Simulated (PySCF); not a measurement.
# How the method moves the HOMO and LUMO of `O[BH-]1[NH2+][BH2-][NH2+]1`

Species: B2H8N2O.
Z-matrix (Å and degrees, PBE0-D3(BJ)/def2-SVP geometry), rows numbered from 1:
```
O 
B   1  1.4156
N   2  1.6051  1  111.10
B   3  1.5942  2   88.26  1   120.63
N   4  1.5938  3   91.91  2    -7.05
H   1  0.9580  2  112.05  3   134.42
H   2  1.2254  1  117.95  3  -130.05
H   3  1.0184  2  111.31  1     4.43
H   3  1.0155  2  115.89  1  -120.29
H   4  1.2187  3  112.76  2  -122.80
H   4  1.2180  3  111.22  2   106.61
H   5  1.0154  2  116.19  1   120.79
H   5  1.0184  2  111.21  1    -4.20
```

Basis pcSseg-2 throughout (PySCF), one geometry. The structure is a single PBE0-D3(BJ)/def2-SVP conformer in the gas phase; no vibrational or solvent corrections.

Question: How do the orbital energies, the gap and the dipole change with the method?

Answer: 
```
   method                    kind  HOMO (eV)  LUMO (eV)  gap (eV)  μ (D)  SCF cycles
     OPBE                     GGA      -6.37      -0.24      6.14   1.37          16
     BLYP                     GGA      -6.39      -0.36      6.03   1.39          15
      PBE                     GGA      -6.44      -0.32      6.13   1.39          15
    B97-D                     GGA      -6.47      -0.18      6.29   1.38          15
      LDA                     LDA      -6.51      -0.39      6.13   1.42          15
      KT2                     GGA      -6.54      -0.30      6.25   1.34          15
     BP86                     GGA      -6.55      -0.17      6.38   1.38          15
      KT3                     GGA      -6.59      -0.52      6.07   1.33          15
    B97-2           global hybrid      -7.59       0.46      8.06   1.36          13
    B3LYP           global hybrid      -7.67       0.10      7.77   1.37          13
     PBE0           global hybrid      -7.84       0.44      8.28   1.37          14
 mPW1PW91           global hybrid      -7.88       0.41      8.29   1.36          14
BHandHLYP           global hybrid      -9.21       0.95     10.16   1.37          12
CAM-B3LYP  range-separated hybrid      -9.31       1.09     10.40   1.38          13
  wB97X-D  range-separated hybrid      -9.76       2.15     11.91   1.37          14
  LC-wPBE  range-separated hybrid     -10.65       2.24     12.89   1.37          13
       HF            Hartree–Fock     -11.30       2.56     13.86   1.38          10
```

The HOMO spans 4.92 eV, from OPBE down to HF, and the gap runs from 6.03 eV (BLYP) to 13.86 eV (HF). Over the methods OPBE (0 %), BLYP (0 %), PBE (0 %), B97-D (0 %), LDA (0 %), KT2 (0 %), BP86 (0 %), KT3 (0 %), B97-2 (21 %), B3LYP (20 %), PBE0 (25 %), mPW1PW91 (25 %), BHandHLYP (50 %), HF (100 %), a straight line through the gap against the share of exact exchange rises by 0.78 eV for each 10 % (correlation coefficient 0.998). The dipole ranges from 1.33 D (KT3) to 1.42 D (LDA). This basis has no diffuse functions.
